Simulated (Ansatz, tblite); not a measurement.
Cost and result up the ladder for Cd₂Cl₂⁺ (the lowest doublet isomer of a short search) (4 atoms). The state is a doublet with charge 1. Geometry: PBE-D4/def2-SVP.

```tsv
atom	x (Å)	y (Å)	z (Å)
Cd1	0.693	-0.236	-0.865
Cd2	-1.993	0.655	2.499
Cl3	-0.653	1.333	0.347
Cl4	1.952	-1.751	-1.980
```

Ansatz on 4 threads of Arm Neoverse V2 on a shared host; xTB runs through tblite on one thread. Times are rough, summed over both states, and most runs start from the orbitals of an earlier one. ωB97M-V/def2-TZVP serves as the yardstick here, not as an exact answer. The other state is a quartet at its own geometry, which has other bonds, so the gap mixes isomer and spin.

In the def2 sets Cd takes a core potential; there is no spin–orbit coupling. The xTB rows come from tblite. B3LYP takes the VWN-RPA correlation. Correlated methods freeze 10 core orbitals; core or outer-core shells of Cd are correlated, in sets that lack core-valence functions. In the quartet, Cl3 and Cl4 lie 2.68 Å apart (atoms count from 1), so these atoms are partly bonded to each other. The structure comes from a short search, and lower isomers may exist.

Run but left out: HF/def2-SVP, MP2/def2-SVP, CCSD/def2-SVP, CCSD(T)/def2-SVP (flagged by the program: other roots).

Correlated methods converge slowly with the basis.

xTB has no spin-polarisation term.

```json
{"level": "GFN1-xTB", "functions": "26", "wall time": "0.004 s", "quartet − doublet (eV)": "2.55", "difference from ωB97M-V/def2-TZVP (eV)": "-0.29"}
{"level": "GFN2-xTB", "functions": "26", "wall time": "0.006 s", "quartet − doublet (eV)": "1.91", "difference from ωB97M-V/def2-TZVP (eV)": "-0.93"}
{"level": "LDA (SPW92)/def2-TZVP", "functions": "154", "wall time": "2.7 s", "quartet − doublet (eV)": "2.63", "difference from ωB97M-V/def2-TZVP (eV)": "-0.21"}
{"level": "revPBE-D4/def2-TZVP", "functions": "154", "wall time": "5.5 s", "quartet − doublet (eV)": "2.21", "difference from ωB97M-V/def2-TZVP (eV)": "-0.63"}
{"level": "PBE-D4/def2-TZVP (with forces)", "functions": "154", "wall time": "6.1 s", "quartet − doublet (eV)": "2.35", "difference from ωB97M-V/def2-TZVP (eV)": "-0.50"}
{"level": "MP2/def2-TZVP", "functions": "154", "wall time": "6.2 s", "quartet − doublet (eV)": "2.95", "difference from ωB97M-V/def2-TZVP (eV)": "0.11"}
{"level": "B3LYP-D4/def2-TZVP", "functions": "154", "wall time": "8.5 s", "quartet − doublet (eV)": "2.34", "difference from ωB97M-V/def2-TZVP (eV)": "-0.50"}
{"level": "PBE0-D4/def2-TZVP", "functions": "154", "wall time": "9.1 s", "quartet − doublet (eV)": "2.53", "difference from ωB97M-V/def2-TZVP (eV)": "-0.31"}
{"level": "RPA@PBE/def2-TZVP", "functions": "154", "wall time": "11 s", "quartet − doublet (eV)": "2.48", "difference from ωB97M-V/def2-TZVP (eV)": "-0.36"}
{"level": "r2SCAN-D4/def2-TZVP", "functions": "154", "wall time": "15 s", "quartet − doublet (eV)": "2.46", "difference from ωB97M-V/def2-TZVP (eV)": "-0.38"}
{"level": "B97M-V/def2-TZVP", "functions": "154", "wall time": "23 s", "quartet − doublet (eV)": "2.63", "difference from ωB97M-V/def2-TZVP (eV)": "-0.21"}
{"level": "ωB97M-V/def2-TZVP", "functions": "154", "wall time": "26 s", "quartet − doublet (eV)": "2.84", "difference from ωB97M-V/def2-TZVP (eV)": "0.00"}
```
